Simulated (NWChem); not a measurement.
All runs are NWChem calculations. System: C3H5O, charge 0, spin multiplicity 2, at a geometry optimised with UPBE/def2-SVP. The structure started from a generated list of species. Its SCF solution wasn't tested for a lower state. Level: ROCCSDT/STO-3G, 4 core orbitals frozen.

Part of the output:

```
             Northwest Computational Chemistry Package (NWChem) 7.3.0
             --------------------------------------------------------

                                NWChem Input Module
                                -------------------

 Scaling coordinates for geometry "geometry" by  1.889725989
 (inverse scale =  0.529177249)

                             Geometry "geometry" -> ""
                             -------------------------

 Output coordinates in angstroms (scale by  1.889725989 to convert to a.u.)

  No.       Tag          Charge          X              Y              Z
 ---- ---------------- ---------- -------------- -------------- --------------
    1 C                    6.0000    -1.76507700    -0.09407000    -0.20616900
    2 C                    6.0000    -0.29488200    -0.44276800    -0.42290700
    3 C                    6.0000     0.68158700     0.45928800     0.31162500
    4 O                    8.0000     1.84814700     0.28961700     0.49777800
    5 H                    1.0000    -2.42083100    -0.76570300    -0.79401100
    6 H                    1.0000    -2.04720900    -0.19211200     0.86109000
    7 H                    1.0000    -1.97656200     0.94959800    -0.51256800
    8 H                    1.0000    -0.05853800    -1.49290500    -0.13511000
    9 H                    1.0000    -0.01180200    -0.35052200    -1.49691900

 Effective nuclear repulsion energy (a.u.)     107.1674877221

            Nuclear Dipole moment (a.u.)
            ----------------------------
        X                 Y               Z
 ---------------- ---------------- ----------------
     0.0000037795    -0.0000151178    -0.0000000000


 Summary of "ao basis" -> "" (spherical)
 ------------------------------------------------------------------------------
       Tag                 Description            Shells   Functions and Types
 ---------------- ------------------------------  ------  ---------------------
 *                           sto-3g                   on all atoms

 Summary of "ao basis" -> "ao basis" (spherical)
 ------------------------------------------------------------------------------
       Tag                 Description            Shells   Functions and Types
 ---------------- ------------------------------  ------  ---------------------
 C                           sto-3g                  3        5   2s1p
 O                           sto-3g                  3        5   2s1p
[...]
     2   1 1 0     -0.331464     -1.420349     30.002145
     2   1 0 1     -0.878582     -1.446685     45.580483
     2   0 2 0    -16.737280     -2.358343     25.149679
     2   0 1 1     -0.413164     -1.115238     14.049154
     2   0 0 2    -16.416721     -1.302847     27.806938

                   NWChem Extensible Many-Electron Theory Module
                   ---------------------------------------------


            General Information
            -------------------
      Number of processors :     1
         Wavefunction type : Restricted open-shell Hartree-Fock
          No. of electrons :    31
           Alpha electrons :    16
            Beta electrons :    15
           No. of orbitals :    50
            Alpha orbitals :    25
             Beta orbitals :    25
        Alpha frozen cores :     4
         Beta frozen cores :     4
     Alpha frozen virtuals :     0
      Beta frozen virtuals :     0
         Spin multiplicity : doublet
    Number of AO functions :    25
       Number of AO shells :    17
        Use of symmetry is : off
      Symmetry adaption is : off
         Schwarz screening : 0.10D-09

          Correlation Information
          -----------------------
          Calculation type : Coupled-cluster singles, doubles, & triples
   Perturbative correction : none
            Max iterations :      100
        Residual threshold : 0.10D-05
     T(0) DIIS level shift : 0.00D+00
     L(0) DIIS level shift : 0.00D+00
     T(1) DIIS level shift : 0.00D+00
     L(1) DIIS level shift : 0.00D+00
     T(R) DIIS level shift : 0.00D+00
     T(I) DIIS level shift : 0.00D+00
   CC-T/L Amplitude update :  5-th order DIIS
                I/O scheme : Global Array Library
        L-threshold :  0.10D-05
        EOM-threshold :  0.10D-05
 no EOMCCSD initial starts read in
 TCE RESTART OPTIONS
 SLICE:      F
 D4D5:       F
 quantumc:   F
 qrotation:  F
 pwtce:      F
 qducc:      F
 nacto:                         0
 nrotv:                         0
 nrot:                          0

            Memory Information
            ------------------
          Available GA space size is     249035550 doubles
          Available MA space size is     104855908 doubles

 Maximum block size supplied by input
 Maximum block size        24 doubles

 tile_dim =     11

 -------------------------------------------------

 Global array virtual files algorithm will be used

 Parallel file system coherency ......... OK

 4-electron integrals stored in orbital form

 v2    file size   =            67445
 4-index algorithm nr.  13 is used
 imaxsize =       30
 imaxsize ichop =        0
 IN MAPPING 1 for UCC(4),CCSDT,CCSDTQ


 CCSDT iterations
 --------------------------------------------------------
 Iter          Residuum       Correlation     Cpu    Wall
 --------------------------------------------------------
    1   0.3359652698142  -0.2282766403116     2.0     2.0
    2   0.1186220694048  -0.2443463300925     2.3     2.3
    3   0.1009929600377  -0.2720968097096     1.9     1.9
    4   0.0674042699882  -0.2670420109514     1.9     1.9
    5   0.0528035498722  -0.2758857798910     1.9     1.9
    6   0.0052870376134  -0.2746135423135     1.9     1.9
    7   0.0026914230784  -0.2748335898877     1.9     1.9
    8   0.0016113424375  -0.2747955805859     1.9     1.9
    9   0.0009956251183  -0.2748689711607     1.9     1.9
   10   0.0006743168453  -0.2748584674733     1.9     1.9
   11   0.0001872867530  -0.2748950584575     1.9     1.9
   12   0.0001136998854  -0.2749001635688     1.8     1.8
   13   0.0000708073777  -0.2749052340479     1.9     1.9
   14   0.0000514991212  -0.2749047826392     1.8     1.8
   15   0.0000358827779  -0.2749061816503     1.9     1.9
   16   0.0000087668084  -0.2749063798836     1.8     1.8
   17   0.0000050229280  -0.2749064706962     1.9     1.9
   18   0.0000036967880  -0.2749064311639     1.8     1.8
   19   0.0000028855052  -0.2749064508015     1.8     1.8
   20   0.0000023273709  -0.2749064491820     1.8     1.8
   21   0.0000012609537  -0.2749064796129     1.9     1.9
   22   0.0000008161616  -0.2749064814677     1.9     1.9
 --------------------------------------------------------
 Iterations converged
 CCSDT correlation energy / hartree =        -0.274906481467672
 CCSDT total energy / hartree       =      -189.176030809598672

 Singles contributions

 Doubles contributions
    17a   (alpha)    17a   (beta ) ---    15a   (alpha)    15a   (beta )       -0.1180092342

 Task  times  cpu:       43.7s     wall:       43.7s

 Total times  cpu:       43.8s     wall:       43.8s
```

### Question
Write an NWChem input that would produce this output.

### Answer
This is not unique; one that fits is 
```
start mol
memory heap 100 mb stack 700 mb global 1900 mb
geometry units angstroms nocenter noautoz noautosym
  C     -1.765077    -0.094070    -0.206169
  C     -0.294882    -0.442768    -0.422907
  C      0.681587     0.459288     0.311625
  O      1.848147     0.289617     0.497778
  H     -2.420831    -0.765703    -0.794011
  H     -2.047209    -0.192112     0.861090
  H     -1.976562     0.949598    -0.512568
  H     -0.058538    -1.492905    -0.135110
  H     -0.011802    -0.350522    -1.496919
end
basis spherical
  * library sto-3g
end
scf
  rohf
  nopen 1
  maxiter 100
  thresh 1e-7
  semidirect memsize 60000000 filesize 0
  # guess.movecs holds the orbitals of an unrestricted PBE0 run
  vectors input guess.movecs output mol.movecs
end
tce
  freeze core 4
  ccsdt
  2eorb
  2emet 13
  thresh 1e-6
  maxiter 100
  tilesize 24
end
task tce energy
```
